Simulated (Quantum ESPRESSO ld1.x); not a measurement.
Problem. Coherent X-ray form factor from a spherical all-electron density. Calculated with ld1.x of Quantum ESPRESSO 7.5: scalar-relativistic Kohn-Sham, LDA (Slater exchange, VWN5 correlation), spin-polarised, spherical densities, point nucleus.

sin(theta)/lambda (1/angstrom)  f0 (electrons)
0.05                                    27.830
0.1                                     27.332
0.15                                    26.536
0.2                                     25.488
0.25                                    24.246
0.3                                     22.868
0.4                                     19.938
0.5                                     17.081
0.6                                     14.538
0.8                                     10.717
1                                        8.403
1.25                                     6.825
1.5                                      5.916
2                                        4.593

The species is in the configuration that NIST lists as its ground one. Which atom or ion scatters so?

Solution. The arsenic ion As5+, [Ar] 3d10. Extrapolating in s^2 from the first two rows gives f0(0) = 28.0, near the electron count 28; among species with that count, the fall with angle is slower the higher Z, and the table is that of Z = 33; from so few rows the species is fixed only to a neighbour or two.
